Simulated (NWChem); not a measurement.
Everything below was run with NWChem. System: Cl₂Mg, charge 0, spin multiplicity 1, at a geometry optimised with PBE0/def2-SVP. The structure started from a generated list of species. Level: MP2/def2-TZVP, 15 core orbitals frozen.

Input file:

```
start mol
memory heap 200 mb stack 900 mb global 1100 mb
geometry units angstroms nocenter noautoz
  Mg     0.000000     0.000000     0.000000
  Cl     0.000000     0.000000    -2.192980
  Cl     0.000000     0.000000     2.192980
  symmetry group D2h
end
basis spherical
  * library def2-tzvp
end
scf
  rhf
  nopen 0
  maxiter 100
  thresh 1e-7
  semidirect memsize 60000000 filesize 0
end
mp2
  freeze core 15
end
task mp2 energy
```

NWChem printed:

```
             Northwest Computational Chemistry Package (NWChem) 7.3.0
             --------------------------------------------------------

                                NWChem Input Module
                                -------------------

 Scaling coordinates for geometry "geometry" by  1.889725989
 (inverse scale =  0.529177249)

 Turning off AUTOSYM since
 SYMMETRY directive was detected!

                             Geometry "geometry" -> ""
                             -------------------------

 Output coordinates in angstroms (scale by  1.889725989 to convert to a.u.)

  No.       Tag          Charge          X              Y              Z
 ---- ---------------- ---------- -------------- -------------- --------------
    1 Mg                  12.0000     0.00000000     0.00000000     0.00000000
    2 Cl                  17.0000     0.00000000     0.00000000    -2.19298000
    3 Cl                  17.0000     0.00000000     0.00000000     2.19298000

 Effective nuclear repulsion energy (a.u.)     133.3210654326

            Nuclear Dipole moment (a.u.)
            ----------------------------
        X                 Y               Z
 ---------------- ---------------- ----------------
     0.0000000000     0.0000000000     0.0000000000

      Symmetry information
      --------------------

 Group name             D2h
 Group number             26
 Group order               8
 No. of unique centers     2

      Symmetry unique atoms

     1    2


 Summary of "ao basis" -> "" (spherical)
 ------------------------------------------------------------------------------
       Tag                 Description            Shells   Functions and Types
 ---------------- ------------------------------  ------  ---------------------
 *                         def2-tzvp                  on all atoms

 Summary of "ao basis" -> "ao basis" (spherical)
 ------------------------------------------------------------------------------
       Tag                 Description            Shells   Functions and Types
 ---------------- ------------------------------  ------  ---------------------
[...]
     1   1 0 0     -0.000000      0.000000      0.000000
     1   0 1 0     -0.000000      0.000000      0.000000
     1   0 0 1      0.000000      0.000000      0.000000

     2   2 0 0    -24.856372      0.000000      0.000000
     2   1 1 0     -0.000000      0.000000      0.000000
     2   1 0 1      0.000000      0.000000      0.000000
     2   0 2 0    -24.856372      0.000000      0.000000
     2   0 1 1     -0.000000      0.000000      0.000000
     2   0 0 2    -39.270092      0.000000    583.910023

                   NWChem MP2 Semi-direct Energy/Gradient Module
                   ---------------------------------------------

  Basis functions       =    106
  Molecular orbitals    =    106
  Frozen core           =     15
  Frozen virtuals       =      0
  Active alpha occupied =      8
  Active beta occupied  =      8
  Active alpha virtual  =     83
  Active beta virtual   =     83
  Use MO symmetry       = T
  Use skeleton AO sym   = T

  AO/Fock/Back tols     =   1.0D-09  1.0D-09  1.0D-09

 GA uses MA = F    GA memory limited = T

 Available:
  local mem=  1.26D+08
 global mem=  1.44D+08
 local disk=  0.00D+00
  mp2_memr nvloc                    83
  nvloc new                    83
   1 passes of   8:        4194304                      56108                  11478866.
   1 passes of   8: M    126151665           G      144156728           F     121957361.

 Semi-direct pass number   1 of   1  for RHF alpha+beta  at        2.1s
  vrange nnbf                  5076
  mp2_eaftype                    43  avail_ma_in_mb                  1099
 EAF : mp2_eaftype filesize          43    5739433.
  mp2_eaf for mointskh                     43
Node 0 wrote     27.0 Mb in      0.0 s     Agg I/O rate:  1850.3 Mb/s
 Done moints_semi at        6.8s
  mp2_eaftype                    43  avail_ma_in_mb                  1056
 EAF : mp2_eaftype filesize          43    5739433.
  mp2_eaf for kh                    43
 Done maket at        7.0s
 Done multipass loop at        7.0s

          -------------------------------------------
          SCF energy               -1118.799874247886
          Correlation energy          -0.398820010227
          Singlet pairs               -0.247738644737
          Triplet pairs               -0.151081365490
          Total MP2 energy         -1119.198694258114
          -------------------------------------------

          ---------------------------------------------------
                    Spin Component Scaled (SCS) MP2
          Same spin pairs                     -0.100720910327
          Same spin scaling factor             0.333333333333
          Opposite spin pairs                 -0.298099099901
          Opposite spin scaling fact.          1.200000000000
          SCS-MP2 correlation energy          -0.391292556656
          Total SCS-MP2 energy             -1119.191166804543
          ---------------------------------------------------

 -----------------------
 Performance information
 -----------------------

 Timer overhead =  2.32D-07 seconds/call

               Nr. of calls         CPU time (s)                 Wall time (s)                GFlops
             ---------------    -------------------     ------------------------------   -------------------
Name         Min   Avg   Max    Min     Avg     Max     Min     Avg     Max   Mx/calls   Min     Max     Sum
mp2: moin     1     1     1    4.7     4.7     4.7      4.7     4.7     4.7     4.7      0.0     0.0     0.0
mp2: make     1     1     1   0.12    0.12    0.12     0.12    0.12    0.12    0.12      0.0     0.0     0.0
mp2: tota     1     1     1    4.9     4.9     4.9      4.9     4.9     4.9     4.9      0.0     0.0     0.0

 The average no. of pstat calls per process was 3.00D+00
 with a timing overhead of 6.97D-07s

 Task  times  cpu:        6.9s     wall:        6.9s

 Total times  cpu:        7.0s     wall:        7.0s
```
